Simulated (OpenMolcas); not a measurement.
Rh2+: terms and fine structure

| Property | Result |
| --- | --- |
| Program | OpenMolcas |
| Method | CASSCF |
| Basis | ANO-RCC-VQZP [8s7p5d3f2g1h] |
| Scalar Hamiltonian | DKH2, point nucleus |
| Active space | 7 electrons in 5 orbitals (4d) |
| State averaging | 2S+1 = 4 even, 10 roots; 2S+1 = 2 even, 28 roots kept (CI in the orbitals of an earlier block) |
| Spin-orbit coupling | RASSI with atomic mean-field integrals over the reference wave functions, term energies averaged over their components |

Spin-free terms above the lowest, with the occupations of the reference:

```tsv
Configuration	Term	E (cm⁻¹)	Occupations
4d⁷	⁴F	0.0	4d 7.00
4d⁷	⁴P	13624	4d 7.00
4d⁷	²G	14506	4d 7.00
4d⁷	²H	19047	4d 7.00
4d⁷	²P	19047	4d 7.00
4d⁷	²D	20856	4d 7.00
```

With spin-orbit coupling, above the lowest level:

```tsv
Configuration	Term	J	E (cm⁻¹)	Measured (cm⁻¹)	g	Term weight %	Second
4d⁷	⁴F	9/2	0.0	0.0	1.330	98	
4d⁷	⁴F	7/2	2114	2148	1.237	100	
4d⁷	⁴F	5/2	3507	3486	1.030	99	
4d⁷	⁴F	3/2	4379	4322	0.406	98	
4d⁷	⁴P	3/2	15050	10997	1.653	81	19 ²P
4d⁷	⁴P	5/2	15056	11062	1.596	99	
4d⁷	²G	9/2	15519		1.096	89	9 ²H
4d⁷	⁴P	1/2	16421		2.523	93	7 ²P
4d⁷	²G	7/2	17712		0.890	100	
4d⁷	²P	3/2	20401		1.257	57	26 ²D
4d⁷	²H	11/2	20587		1.091	100	
4d⁷	²P	1/2	22531		0.814	93	7 ⁴P
4d⁷	²D	5/2	22557		1.205	98	
4d⁷	²H	9/2	22655		0.928	91	9 ²G
4d⁷	²D	3/2	26109		0.950	72	25 ²P
```

Against the 5 measured excited levels shown (the list in Shadmi, J. Res. Natl. Bur. Stand. 70A, 435 (1966)) the mean absolute deviation is 1600 cm-1; the largest miss in energy is 4d⁷ ⁴P_3/2: computed 15050, measured 10997 cm⁻¹ (+36.9 %).

Spin-orbit coupling puts the lowest level 2180 cm⁻¹ below the lowest spin-free term.

A least-squares Racah fit to the terms below 60000 cm-1, each weighted by 2L + 1 and with a free common offset, gives B = 908 cm-1 and C = 3624 cm-1 (C/B = 3.99), with an rms deviation of 0 cm-1.

For ⁴F the intervals divided by the larger J are -348.6, -397.9, -469.8 cm-1. Landé's interval rule makes them equal in pure LS coupling; they differ by 30 % of their mean. The multiplet is inverted.

Levels of configurations with an s electron are missing; early in the row they begin among the upper levels of the d shell and mix with terms of their name. Without dynamic correlation excited terms often stand tens of per cent too high (terms of higher spin than the ground term too low), and those without a measured partner can miss by more than the paired ones. Terms from blocks run as CI alone lack orbitals of their own. Measured partners are found by configuration, term and J. A level has none where our copy of the source lacks it or the pairing is in doubt (some pairs that miss far off the trend of their configuration count as doubtful), and it then counts in no deviation. Only configurations of the active space appear. The first state left out of the spin-orbit step lies near 33000 cm-1 above the lowest spin-free state of the reference (among the parities and spins computed), and the list stops at four fifths of that energy or lower.

The term weight is that of the spin-free term in the level, not the purity of its configuration.
